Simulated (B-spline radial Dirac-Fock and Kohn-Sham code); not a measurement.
ΔSCF core binding energies without Breit or QED terms, calculated with an atomic code on a B-spline grid.

A sound run for the Ti atom, configuration [Ar] 3d2 4s2: The ground state converged in 12 iterations, with total energy -852.81984 Ha, virial ratio 1.98954 and highest orbital energy -6.09 eV. ΔSCF binding energies: K (1s) 4982.8 eV, L3 (2p3/2) 467.0 eV. Holes are computed only in closed shells, and unreliable hole states are left out.

A second run, with one unsound setting: The ground state converged in 13 iterations, with total energy -989.94826 Ha, virial ratio 1.16431 and highest orbital energy -4.02 eV. ΔSCF binding energies: K (1s) 1033.6 eV, L3 (2p3/2) 681.0 eV. Holes are computed only in closed shells, and unreliable hole states are left out.

```
iter   energy (Ha)        error
   1     -857.44049980  8.23e+00
   2    -1258.32887550  4.44e+00
   3     -972.49588843  2.56e+00
   4     -989.53823617  4.18e-01
   5     -989.89310281  2.46e-01
   6     -989.94748986  8.97e-03
   7     -989.94807287  6.31e-03
   8     -989.94825210  6.59e-04
   9     -989.94826045  1.41e-04
  13     -989.94826093  9.96e-08
```

Question: Which fault fits the second run best?
A. box too small
B. too few iterations
C. too few quadrature points
D. speed of light below Z

Answer: D. The input had c_factor = 0.069: c_factor makes c so small that Zα exceeds 1, so any numbers that come out have no meaning.
